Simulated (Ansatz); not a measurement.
Na₂₁, 21 atoms. Hardware: 2 threads of AMD EPYC 7R13 on a shared host and a share (18 GiB) of an NVIDIA H100 80GB HBM3.

Correlated methods freeze 21 core orbitals; core or outer-core shells of Na are correlated, in sets that lack core-valence functions. Single mean-field runs in def2-TZVP are fitted with def2-universal-jkfit.

**Question.** How many basis functions does each of these Ansatz runs have, and roughly what does it cost? RPA@PBE/def2-SVP, charge 0 doublet, energy, from earlier orbitals; PBE/def2-SVP, charge 0 doublet, energy with a search over starts; PBE/def2-SVP, charge 0 doublet, energy, from earlier orbitals; PBE/def2-TZVP, charge 0 doublet, energy and forces, from earlier orbitals; HF/STO-3G, charge 0 doublet, energy; PBE0/def2-SVP, charge 0 doublet, energy, from earlier orbitals; MP2/def2-SVP, charge 0 doublet, energy, from earlier orbitals; PBE/def2-SVP, charge 0 doublet, relaxation, 23 steps; B2PLYP/def2-TZVP, charge 0 doublet, energy, from earlier orbitals; r2SCAN/def2-TZVP, charge 0 doublet, energy, from earlier orbitals; PBE0/def2-TZVP, charge 0 doublet, energy, from earlier orbitals.

**Answer.** Other jobs shared the machine, so times can vary by a factor of up to 3.

| run | functions | fitting or Cholesky vectors | wall time | peak host memory (GiB) |
| --- | --- | --- | --- | --- |
| HF/STO-3G, charge 0 doublet, energy | 189 | 1790 | 1.9 s | 0.79 |
| RPA@PBE/def2-SVP, charge 0 doublet, energy, from earlier orbitals | 315 | 2835 | 7 s | 1.9 |
| MP2/def2-SVP, charge 0 doublet, energy, from earlier orbitals | 315 | 2835 | 7 s | 0.88 |
| PBE/def2-SVP, charge 0 doublet, energy, from earlier orbitals | 315 | 3675 | 8 s | 1.2 |
| PBE0/def2-SVP, charge 0 doublet, energy, from earlier orbitals | 315 | 2835 | 11 s | 1.2 |
| PBE/def2-TZVP, charge 0 doublet, energy and forces, from earlier orbitals | 672 | 2352 | 14 s | 1.4 |
| PBE0/def2-TZVP, charge 0 doublet, energy, from earlier orbitals | 672 | 2352 | 19 s | 1.5 |
| B2PLYP/def2-TZVP, charge 0 doublet, energy, from earlier orbitals | 672 | 2352 | 19 s | 4.3 |
| PBE/def2-SVP, charge 0 doublet, energy with a search over starts | 315 | 3675 | 25 s | 1.4 |
| r2SCAN/def2-TZVP, charge 0 doublet, energy, from earlier orbitals | 672 | 2352 | 26 s | 1.9 |
| PBE/def2-SVP, charge 0 doublet, relaxation, 23 steps | 315 | 3675 | 1.8 min | 1.1 |
